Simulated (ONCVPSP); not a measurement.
**Potentials for S (Z = 16) compared**

Generated with ld1.x 7.5 (TM, RRKJ, ultrasoft, PAW), atompaw 4.2 or ONCVPSP 4.0.1. The cutoff is in Ry: for ld1.x and atompaw files where the sum of valence levels is converged to 10 mRy in a Bessel basis, for ONCV files where the hardest occupied wave has 1 mHa per electron of residual kinetic energy. The error is the largest all-electron minus pseudo excitation energy over each file’s own four to seven test configurations (ionisations up to +4, promotions, holes and added fractions of an electron), all of which were solved. The labels leave out finer settings (local radius, basis sizes, second energies), which also bear on the numbers. Spin-polarised tests are not counted. The rows are a selection from randomly drawn settings: files with unsolved tests, undetermined cutoffs or missed reference levels are left out.

A true bound ghost makes a file unfit for plane-wave use even where its test errors are small: the radial tests pick states by their node count and pass the ghost by.

| potential | cutoff (Ry) | largest error (meV) | bound ghosts |
| --- | --- | --- | --- |
| ONCV, PW91, scalar-relativistic, rc 0.75/0.95/0.75 (spd), local d, core correction yes, reference 2s2 2p6 3s2 3p3.5, qcut 20.3/18/13.7, projectors 2/2/0 | 242 | +985 | none |
| ONCV, PBE, fully relativistic, rc 1.55/1.30 (sp), local smoothed, core correction yes, reference 3s2 3p3.75, qcut 3.6/6, projectors 2/1 | 65 | +26 | none |
| ONCV, LDA (Perdew-Wang 92), scalar-relativistic, rc 1.15/1.65/1.80 (spd), local smoothed, core correction yes, reference 3s2 3p4, qcut 4.6/4.3/5.5, projectors 2/2/2 | 90 | +61 | none |
| ONCV, PBE, scalar-relativistic, rc 0.95/0.75/0.85 (spd), local smoothed, core correction yes, reference 2s2 2p6 3s2 3p3.5, qcut 10.5/14.9/12.6, projectors 2/2/2 | 281 | +729 | none |
| ONCV, PBE, non-relativistic, rc 1.60/1.70/1.70 (spd), local smoothed, core correction yes, reference 3s2 3p4, qcut 4.5/4.7/5.8, projectors 2/2/2 | 45 | -74 | none |

Task: Fill in the row for S: ONCV, PBEsol, scalar-relativistic, rc 1.35/1.35/1.40 (spd), local p, core correction yes, reference 3s2 3p3, qcut 5.4/5.5/7, projectors 2/0/2.

Result: cutoff 26 Ry, largest error +44 meV, bound ghosts: none.

Task: Fill in the row for S: ONCV, PBEsol, scalar-relativistic, rc 1.50/1.10/1.60 (spd), local smoothed, core correction no, reference 3s2 3p4, qcut 4/6.6/6.4, projectors 2/2/2.

Result: cutoff 202 Ry, largest error +53 meV, bound ghosts: p.

Task: Fill in the row for S: ONCV, LDA (Perdew-Zunger), scalar-relativistic, rc 1.15/1.15 (sp), local s, core correction yes, reference 3s2 3p1, qcut 4.7/8, projectors 0/3.

Result: cutoff 56 Ry, largest error +53 meV, bound ghosts: p.
